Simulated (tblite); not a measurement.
Species: C6H11NOSi.
Cartesian coordinates in Å at the GFN2-xTB level; atoms count from 1:
```xyz
20
C6H11NOSi angstrom
C      1.564   -1.933    0.026
C      1.068   -0.940   -0.687
C      0.867    0.453   -0.174
C      1.605    1.465   -1.049
C     -0.653    0.749   -0.150
C     -0.898    2.109    0.298
N     -1.100    3.169    0.674
O     -1.291   -0.138    0.722
Si    -2.527   -1.152    0.447
H      1.868   -1.799    1.051
H      1.691   -2.920   -0.385
H      0.766   -1.096   -1.715
H      1.230    0.518    0.857
H      1.471    2.475   -0.669
H      2.668    1.234   -1.058
H      1.238    1.428   -2.074
H     -1.055    0.658   -1.171
H     -3.775   -0.418    0.221
H     -2.261   -1.964   -0.745
H     -2.482   -1.890    1.695
```

Computed with GFN2-xTB (tblite): harmonic, unscaled wavenumbers at the GFN2-xTB geometry, gas phase. Against measured fundamentals such values can be off by several per cent, at times by over 20. Modes of hydrogen on silicon can be 10 to 20 % off. One conformer, not necessarily the lowest. The optimisation stopped once no atom felt more than 0.01 eV/Å.

Lowest wavenumbers of the output (negative numbers stand for imaginary wavenumbers):
```
mode    cm-1
  1     -22.0
  2      43.4
  3      55.7
  4      94.7
  5     125.4
  6     143.4
  7     206.9
  8     218.9
  9     258.9
 10     298.6
 11     327.3
 12     368.3
 13     474.1
 14     529.1
 15     543.3
```

**Question.** Is this structure a minimum?

**Answer.** Not by this Hessian. 1 mode is imaginary beyond 20i (22i cm⁻¹), so at this level the point lies at or near a first-order saddle. The curvature is small, so loose convergence or finite differences may be the whole cause.

**Question.** Which atoms move in the imaginary mode?

**Answer.** 22i: Si9 (oxygen-bound silicon) 33 %, H19 (Si–H hydrogen) 14 %, H18 (Si–H hydrogen) 12 %, C1 (terminal =CH2 carbon) 11 %. These are shares of the mass-weighted motion.

**Question.** What is the remedy?

**Answer.** Step along that mode in both directions, optimise again with tighter thresholds and repeat the frequencies. The zero-point energy of this point (95.0 kcal/mol) counts the 53 real modes alone, and thermal corrections from it aren't those of a minimum.

Time: 2.7 s of wall time. Hardware: an Intel Xeon at 2.50 GHz with one thread, shared host with 64 logical CPUs at a one-minute load of 63. The figure is for the frequency step alone.
